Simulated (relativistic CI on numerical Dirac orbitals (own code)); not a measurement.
## Au5+: 4f photoemission

Computed with this model: Dirac-Coulomb-Breit CI, KLI orbitals optimised for each configuration, QED by a radiative potential, valence Slater integrals scaled by 0.8, multiplet model of photoemission in the sudden approximation; configurations [Xe] 4f14 5d6 → [Xe] 4f13 5d6; 80 K; Lorentzian 0.25 eV and Gaussian 0.5 eV FWHM. Energies are those of the free ion, without screening or charge transfer. The energies are binding energies and can lie tens of eV above those of solids. S is read from ⟨S²⟩ = S(S + 1).

free ion: ground-state S = 1.76, centroid 164.88 eV. Peaks (eV, height): 163.1 (100), 166.4 (47), 167.4 (57).

Strongest unbroadened transitions for free ion:

```csv
Energy (eV),Relative strength
162.33,100.0
162.90,79.3
162.96,20.9
163.04,42.5
163.25,47.8
163.37,42.0
163.57,32.0
163.77,14.2
163.94,25.4
166.13,32.3
166.44,16.4
166.52,28.8
167.26,22.0
167.30,13.0
167.42,28.8
167.45,15.0
167.86,28.8
168.13,14.4
```
